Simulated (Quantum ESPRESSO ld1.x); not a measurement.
Results of a calculation; reference values are marked as such.
Problem. Excited configurations of neutral platinum: one electron is placed in a higher orbital outside [Xe] 4f14 5d9. The ground configuration is [Xe] 4f14 5d9 6s1. Level of theory: Dirac Kohn-Sham, LDA (Slater exchange, Perdew-Zunger correlation), spin-unpolarised, spherical densities, point nucleus; open shells fill j = l - 1/2 first (ld1.x of Quantum ESPRESSO 7.5). Excitation = E - E(ground); binding = E(ion) - E, where the ion is the core of charge +1; n* = 1/sqrt(2 binding) in atomic units, and the quantum defect is n - n*.

outer orbital  excitation (eV)  binding (eV)     n*  quantum defect  eigenvalue (eV)  <r> (bohr)
5f5/2                    8.631         0.911  3.866           1.134           -0.439       17.52
6d3/2                    7.964         1.577  2.937           3.063           -0.725       10.32
6f5/2                    8.914         0.627  4.657           1.343           -0.368       29.72
7s1/2                    6.934         2.607  2.285           4.715           -1.530       8.251
7p1/2                    7.670         1.871  2.696           4.304           -1.063       10.69
7d3/2                    8.564         0.978  3.731           3.269           -0.559       19.64
7f5/2                    9.088         0.453  5.478           1.522           -0.287       44.54

Estimate the row for 6p1/2.

Solution. excitation (eV) 4.699; binding (eV) 4.842; n* 1.676; quantum defect 4.324; eigenvalue (eV) -2.263; <r> (bohr) 4.065. The Delta-SCF ionisation energy is 9.541 eV (NIST Atomic Spectra Database: 8.959 eV, measured). Self-interaction in the functional shifts the binding energies and quantum defects, so they are the method's values and not measured ones. Spin polarisation and multiplet splitting are left out, so open shells lie too high by an amount that depends on their filling.

Beside tabulated values, note that spin-unpolarised runs miss the spin-polarisation part of the exchange energy of open shells.
